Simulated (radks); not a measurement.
Values are calculated unless marked as measured or tabulated.
Species: Ga XXV. Configuration: 1s1.75 2s2 2p3.25 (fractional occupations, a model configuration). Code: a radial shooting solver on a logarithmic mesh with Libxc functionals. Model: scalar-relativistic Kohn-Sham, SCAN, spin-unpolarised, spherical densities, finite nucleus; meta-GGA in the generalised Kohn-Sham scheme; Fermi nuclear charge, rms radius 3.9973 fm. Some entries of the table are withheld. Estimate them.

orbital  occ.  eigenvalue (eV)  r(max) (bohr)  <r^2> (bohr^2)
1s       1.75        -11733.62        0.03170        0.003140
2s          2              (1)         0.1761         0.04957
2p       3.25        -2349.551            (2)         0.03815

Answer. 
(1) 2s eigenvalue (eV): -2479.575
(2) 2p r(max) (bohr): 0.1398
